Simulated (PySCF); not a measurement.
# Correlation energy of Sc⁺ (scandium, charge +1)

[Ar] 3d2, high-spin 3F determinant (an excited configuration). Calculation: PySCF 2.14, in def2-QZVPPD; no relativity, point nucleus. Frozen: [Ne]; 10 electrons correlated.

```json
{"level": "CCSD", "correlation energy (mhartree)": "-268.08"}
{"level": "(T)", "correlation energy (mhartree)": "-6.56"}
{"level": "CCSD(T)", "correlation energy (mhartree)": "-274.64"}
```

Diagnostics: T1 = 0.0058, D1 = 0.0144, largest double amplitude 0.026.

Question: Is a single reference adequate?

Answer: Yes: T1 lies below 0.03 and no double amplitude reaches 0.07.

This basis was not built for core-valence correlation, so the inner-shell part is incomplete.
